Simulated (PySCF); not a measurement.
**Heteronuclear NMR**

Bonds (- single, = double, # triple, : aromatic): B1-N2 1.524 Å, N2#C3 1.151 Å, C3-C4 1.468 Å, C4-O5 1.395 Å, O5-C6 1.369 Å, C6-F7 1.343 Å, C6-F8 1.322 Å. B1 carries H9, H10, H11; C4 carries H12, H13; C6 carries H14. Formal charges: B1 -1, N2 +1.

A single conformation, no relativistic terms, one averaged value for each set of equivalent atoms, in vacuum. Shieldings: GIAO PBE0/pcSseg-1; J: B3LYP/pcJ-1 (spin–dipole term only in couplings to heteroatoms); coordinates at the PBE0-D3(BJ)/def2-SVP level; PySCF.

Q: Where does ¹⁹F resonate?

A: 
| atoms | environment | σ (ppm) | δ (ppm) |
| --- | --- | --- | --- |
| F7/F8 | fluorine of a CF2 group | 271.3 | -80.0 |

Shieldings were converted by a linear fit to measured shifts: ¹⁹F: δ = 160.63 − 0.942σ +14.9 on sp3 carbon (rms 6.9 ppm, 221 shifts, 7.7 ppm with the 5 outliers that the fit left out vs CFCl3, solution or neat liquid). A few per cent of atoms miss by over 2 rms, more outside the fitted compound classes. Couplings are scaled by factors fitted to measured values: ²J(H,H) × 0.91 (rms 0.6 Hz), ¹J(C,F) × 0.77 (rms 7.3 Hz), ³J(C,F) × 1.48 (rms 1.3 Hz); all others are unscaled and can be 10–30 % off.

Couplings (the largest are listed; each averaged over equivalent pairs): ¹J(C6,F7) = -255.8 Hz, ²J(F7,F8) = 120.0 Hz, ²J(F7,H14) = 82.9 Hz, ²J(O5,F7) = -32.1 Hz, ³J(C4,F7) = 6.8 Hz.

On a 600 MHz spectrometer ¹⁹F resonates near 564.6 MHz, so 1 ppm is 564.6 Hz.

Q: What are the ¹⁵N shifts?

A: 
```csv
atoms,environment,σ (ppm),δ (ppm)
N2,donor nitrogen of a Lewis adduct,15.6,-164.7
```

Shieldings were converted by a linear fit to measured shifts: ¹⁵N: δ = -150.45 − 0.916σ (rms 7.2 ppm, 79 shifts vs CH3NO2, solution or neat liquid). A few per cent of atoms miss by over 2 rms, more outside the fitted compound classes. Couplings are scaled by factors fitted to measured values: ²J(H,H) × 0.91 (rms 0.6 Hz), ¹J(C,F) × 0.77 (rms 7.3 Hz), ³J(C,F) × 1.48 (rms 1.3 Hz); all others are unscaled and can be 10–30 % off.

Couplings (the largest are listed; each averaged over equivalent pairs): ¹J(N2,C3) = -53.1 Hz, ¹J(B1,N2) = -9.1 Hz, ²J(N2,H9) = 2.5 Hz, ³J(N2,H12) = -2.4 Hz. Signs are for ¹⁵N, whose magnetogyric ratio is negative.

On a 600 MHz spectrometer ¹⁵N resonates near 60.8 MHz, so 1 ppm is 60.8 Hz.

Q: Where does ¹⁷O resonate?

A: 
```csv
atoms,environment,σ (ppm),δ (ppm)
O5,ether oxygen,233.8,55.6
```

Shieldings were converted by a linear fit to measured shifts: ¹⁷O (scatter 13.4 ppm rms, 14.2 ppm with the 1 outlier that the fit left out vs liquid water, solution or neat liquid). A few per cent of atoms miss by over 2 rms, more outside the fitted compound classes. Couplings are scaled by factors fitted to measured values: ²J(H,H) × 0.91 (rms 0.6 Hz), ¹J(C,F) × 0.77 (rms 7.3 Hz), ³J(C,F) × 1.48 (rms 1.3 Hz); all others are unscaled and can be 10–30 % off.

Couplings (the largest are listed; each averaged over equivalent pairs; quadrupolar broadening usually hides them): ¹J(C4,O5) = 24.0 Hz, ¹J(O5,C6) = 22.6 Hz, ²J(O5,F7) = -32.1 Hz, ²J(O5,H12) = -8.2 Hz, ²J(O5,H14) = -6.0 Hz, ²J(C3,O5) = -1.7 Hz.

On a 500 MHz spectrometer ¹⁷O resonates near 67.8 MHz, so 1 ppm is 67.8 Hz.
